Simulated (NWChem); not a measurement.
System: MgNH₂Cl; SMILES [NH2][Mg][Cl]

Input file for NWChem:

```
start job
memory heap 200 mb stack 900 mb global 1100 mb
geometry units angstroms noautoz
  Mg    -0.101154    -0.294831    -0.059895
  Cl     0.374290     1.859076     0.057197
  N     -0.503379    -2.130608    -0.160389
  H      0.048089    -2.837889    -0.633470
  H     -1.313442    -2.587583     0.243872
end
basis spherical
  * library 6-31g*
end
dft
  xc xwpbe 1.00 cpbe96 1.0 hfexch 1.00
  cam 0.4 cam_alpha 0.0 cam_beta 1.0
  iterations 150
  vectors input atomic output neutral.movecs
end
task dft energy
charge 1
dft
  odft
  mult 2
  vectors input atomic output cation.movecs
end
task dft energy
```

Output (shortened):

```
             Northwest Computational Chemistry Package (NWChem) 7.3.0
             --------------------------------------------------------

 C2V symmetry detected

                             Geometry "geometry" -> ""
                             -------------------------

 Output coordinates in angstroms (scale by  1.889725989 to convert to a.u.)

  No.       Tag          Charge          X              Y              Z
 ---- ---------------- ---------- -------------- -------------- --------------
    1 Mg                  12.0000     0.00000000     0.00000000    -0.51099931
    2 Cl                  17.0000     0.00000000     0.00000000     1.69786264
    3 N                    7.0000     0.00000000     0.00000000    -2.39300823
    4 H                    1.0000     0.00000000     0.81947338    -2.99030783
    5 H                    1.0000     0.00000000    -0.81947338    -2.99030783

 Effective nuclear repulsion energy (a.u.)     104.1573029193

      Symmetry information
      --------------------

 Group name             C2v
 Group number             16
 Group order               4
 No. of unique centers     4

  pbe96 is a nonlocal functional; adding pw91lda local functional.

                                 NWChem DFT Module
                                 -----------------

 Summary of "ao basis" -> "ao basis" (spherical)
 ------------------------------------------------------------------------------
       Tag                 Description            Shells   Functions and Types
 ---------------- ------------------------------  ------  ---------------------
 Mg                          6-31g*                  8       18   4s3p1d
 Cl                          6-31g*                  8       18   4s3p1d
 N                           6-31g*                  6       14   3s2p1d
 H                           6-31g*                  2        2   2s

      Symmetry analysis of basis
      --------------------------

        a1         27
        a2          3
        b1         11
        b2         13

            General Information
            -------------------
          SCF calculation type: DFT
          Wavefunction type:  closed shell.
          No. of atoms     :     5
          No. of electrons :    38
           Alpha electrons :    19
            Beta electrons :    19
          Charge           :     0
          Spin multiplicity:     1
          Use of symmetry is: on ; symmetry adaption is: on
          Maximum number of iterations: 150
          AO basis - number of functions:    54
                     number of shells:    26
          Convergence on energy requested:  1.00D-06
          Convergence on density requested:  1.00D-05
          Convergence on gradient requested:  5.00D-04

              XC Information
              --------------
                     Hartree-Fock (Exact) Exchange  1.000
                     LC-wPBE(h)Exchange Functional  1.000
            Perdew 1991 LDA Correlation Functional  1.000 local
           PerdewBurkeErnz. Correlation Functional  1.000 non-local

           Range-Separation Parameters
           ---------------------------
           Alpha           :  0.00
           Beta            :  1.00
           Gamma           :  0.40
           Short-Range HF  :     F

             Grid Information
             ----------------
          Grid used for XC integration:  medium
          Radial quadrature: Mura-Knowles
          Angular quadrature: Lebedev.
          Tag              B.-S. Rad. Rad. Pts. Rad. Cut. Ang. Pts.
          ---              ---------- --------- --------- ---------
          Mg                  1.50       88           8.0       590
          Cl                  1.00       88          11.0       590
          N                   0.65       49          11.0       434
          H                   0.35       45          12.0       434
          Grid pruning is: on
          Number of quadrature shells:   270
          Spatial weights used:  Erf1

      Superposition of Atomic Density Guess
      -------------------------------------

 Sum of atomic energies:        -714.33600533

      Non-variational initial energy
      ------------------------------

 Total energy =    -714.838673
 1-e energy   =   -1196.149780
 2-e energy   =     377.153804
 HOMO         =      -0.334779
 LUMO         =      -0.083651

      Symmetry analysis of molecular orbitals - initial
      -------------------------------------------------

  Numbering of irreducible representations:

     1 a1          2 a2          3 b1          4 b2

  Orbital symmetries:

     1 a1          2 a1          3 a1          4 a1          5 a1
     6 b2          7 b1          8 a1          9 a1         10 b2
    11 b1         12 a1         13 a1         14 b2         15 a1
    16 a1         17 b1         18 b2         19 b1         20 a1
    21 b2         22 b1         23 a1         24 b2         25 a1
    26 a1         27 b1         28 b2         29 a2

   convergence    iter        energy       DeltaE   RMS-Dens  Diis-err
 ---------------- ----- ----------------- --------- --------- ---------
 d= 0,ls=0.0,diis     1   -715.9400462204 -8.20D+02  1.43D-02  5.61D-01
 d= 0,ls=0.0,diis     2   -715.9705343799 -3.05D-02  5.32D-03  3.00D-01
 d= 0,ls=0.0,diis     3   -716.0028128694 -3.23D-02  1.36D-03  9.38D-03
 d= 0,ls=0.0,diis     4   -716.0040991251 -1.29D-03  4.28D-04  4.08D-04
 d= 0,ls=0.0,diis     5   -716.0041957108 -9.66D-05  1.76D-04  2.75D-05
  Resetting Diis
 d= 0,ls=0.0,diis     6   -716.0042093166 -1.36D-05  4.65D-05  1.49D-06
 d= 0,ls=0.0,diis     7   -716.0042100811 -7.65D-07  8.79D-06  9.03D-08

         Total DFT energy =     -716.004210081139
      One electron energy =    -1199.241525516675
           Coulomb energy =      431.328600509113
    Exchange-Corr. energy =      -52.248587992920
 Nuclear repulsion energy =      104.157302919342

 Numeric. integr. density =       37.999999761825

                  Occupations of the irreducible representations
                  ----------------------------------------------

                     irrep           alpha         beta
                     --------     --------     --------
                     a1               11.0         11.0
                     a2                0.0          0.0
                     b1                4.0          4.0
                     b2                4.0          4.0

                       DFT Final Molecular Orbital Analysis
                       ------------------------------------

 Vector   17  Occ=2.000000D+00  E=-4.156366D-01  Symmetry=b2
              MO Center=  1.7D-31, -3.0D-18,  1.6D+00, r^2= 1.3D+00
   Bfn.  Coefficient  Atom+Function         Bfn.  Coefficient  Atom+Function
  ----- ------------  ---------------      ----- ------------  ---------------
    26      0.701556  2 Cl py                30      0.385965  2 Cl py
    22     -0.277177  2 Cl py                 8      0.066539  1 Mg py
    15      0.063729  1 Mg d -1               4     -0.036155  1 Mg py
    12      0.029509  1 Mg py

 Vector   18  Occ=2.000000D+00  E=-4.154476D-01  Symmetry=b1
              MO Center= -1.8D-16, -1.6D-16,  1.6D+00, r^2= 1.3D+00
   Bfn.  Coefficient  Atom+Function         Bfn.  Coefficient  Atom+Function
  ----- ------------  ---------------      ----- ------------  ---------------
    25      0.701131  2 Cl px                29      0.386643  2 Cl px
    21     -0.276978  2 Cl px                 7      0.073403  1 Mg px
    17     -0.056553  1 Mg d  1               3     -0.038409  1 Mg px
    43      0.028550  3 N  px                11      0.027348  1 Mg px

 Vector   19  Occ=2.000000D+00  E=-3.398867D-01  Symmetry=b1
              MO Center=  1.1D-15, -1.2D-16, -2.3D+00, r^2= 1.2D+00
   Bfn.  Coefficient  Atom+Function         Bfn.  Coefficient  Atom+Function
  ----- ------------  ---------------      ----- ------------  ---------------
    39      0.559599  3 N  px                43      0.494524  3 N  px
     7      0.104397  1 Mg px                11      0.088912  1 Mg px
    17      0.063720  1 Mg d  1               3     -0.055846  1 Mg px
    25     -0.045560  2 Cl px                29     -0.045010  2 Cl px

 Vector   20  Occ=0.000000D+00  E= 2.972130D-02  Symmetry=a1
              MO Center=  9.0D-15,  2.3D-14, -5.2D-01, r^2= 6.0D+00
   Bfn.  Coefficient  Atom+Function         Bfn.  Coefficient  Atom+Function
  ----- ------------  ---------------      ----- ------------  ---------------
    10      1.229374  1 Mg s                 42     -0.360878  3 N  s
    28     -0.344774  2 Cl s                 31      0.214521  2 Cl pz
     2     -0.187034  1 Mg s                 27      0.182253  2 Cl pz
    24     -0.115658  2 Cl s                  9      0.112995  1 Mg pz
    38     -0.110605  3 N  s                 41     -0.100615  3 N  pz

 Vector   21  Occ=0.000000D+00  E= 6.190530D-02  Symmetry=b2
              MO Center=  3.3D-31, -4.0D-15, -4.9D-01, r^2= 7.6D+00
   Bfn.  Coefficient  Atom+Function         Bfn.  Coefficient  Atom+Function
  ----- ------------  ---------------      ----- ------------  ---------------
    12      0.955504  1 Mg py                30     -0.232362  2 Cl py
     8      0.184679  1 Mg py                26     -0.154768  2 Cl py
    52     -0.145860  4 H  s                 54      0.145860  5 H  s
     4     -0.108368  1 Mg py                40     -0.067369  3 N  py
    22      0.061501  2 Cl py                51     -0.045661  4 H  s

[...]
```

Level: LC-wPBE (HJS exchange hole, range parameter 0.4 per bohr)/6-31G* (spherical d), vertical spin-unrestricted ions. The geometry was optimised at B3LYP/6-31G* (spherical d).
